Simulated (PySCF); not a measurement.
# Se⁺ (selenium, charge +1): UHF calculation

Configuration: [Ar] 3d10 4s2 4p3, high-spin 4S determinant. All numbers are calculated (PySCF 2.14, a scalar-relativistic core potential, in aug-cc-pVQZ-PP with one added diffuse shell each of s, p, d, f, g type with ECP10MDF (8s7p6d4f3g, 114 functions)).

| Property | Result |
| --- | --- |
| Total energy | -371.550232 hartree |
| One-electron energy | -646.9563 hartree |
| Hartree (Coulomb) energy | 302.9220 hartree |
| Exchange energy | -27.5159 hartree |
| ⟨S²⟩ | 3.7509 |
| ⟨L²⟩ | 0.000 |
| Sum of ⟨r⟩ | 20.79 bohr |
| Sum of ⟨r²⟩ | 30.45 bohr² |

| shell | electrons | mean orbital energy (hartree) | rms radius, mean of both spins (bohr) |
| --- | --- | --- | --- |
| 3s α | 1 | -9.30593 | 0.614 |
| 3s β | 1 | -9.28115 | 0.614 |
| 3p α | 3 | -7.18601 | 0.637 |
| 3p β | 3 | -7.15753 | 0.637 |
| 3d α | 5 | -2.98686 | 0.689 |
| 3d β | 5 | -2.96925 | 0.689 |
| 4s α | 1 | -1.34710 | 1.90 |
| 4s β | 1 | -1.03688 | 1.90 |
| 4p α | 3 | -0.78735 | 2.26 |

Energies and moments cover only the electrons outside the core potential.
